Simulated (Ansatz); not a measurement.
Program: Ansatz. Geometries: PBE0-D4/def2-TZVP. ΔE: electronic, gas phase. CCSD(T)/CBS is the MP2 limit (def2-TZVPP, def2-QZVPP) plus CCSD(T) − MP2 in def2-TZVPP, frozen cores. Functionals use def2-TZVPP. HSE06 is defined as in plane-wave codes. def2 core potentials past Kr. For Sn outer-core shells are correlated without core-valence functions, which leaves a few kJ/mol of doubt a bond. One conformer a species, not always the lowest.

`N#[C][Sn]([F])([F])[F]` + `[NH2][Sn]([F])([Cl])[Cl]` → `[NH2][Sn]([F])([F])[F]` + `N#[C][Sn]([F])([Cl])[Cl]`  (redistribution)

Problem. Is it downhill or uphill in electronic energy at CCSD(T)/CBS, and by how much? (Best estimate.)

Solution. The calculation gave: Downhill: ΔE = -7.1 kJ/mol.

Problem. What do these levels give: PBE-D4, BLYP-D4, PBE0-D4, HSE06-D4, ωB97X-V, PBE0, HSE06, CAM-B3LYP, LC-ωPBE, HF/def2-SVP, CCSD/def2-SVP, CCSD/CBS(def2)? (Estimate.)

Solution. Ansatz gave: PBE-D4 -5.9, BLYP-D4 -6.4, PBE0-D4 -6.5, HSE06-D4 -6.5, ωB97X-V -6.6, PBE0 -6.7, HSE06 -6.6, CAM-B3LYP -7.4, LC-ωPBE -6.9, HF/def2-SVP -9.4, CCSD/def2-SVP -8.7, CCSD/CBS(def2) -7.3 kJ/mol.

Largest T1 diagnostic among the species: 0.015.

Leaving LDA and LC-ωPBE aside and taking each functional with its dispersion term where it has one, the values, not all of them listed here, spread over 2.2 kJ/mol, from BHLYP-D4 to B97M-V.
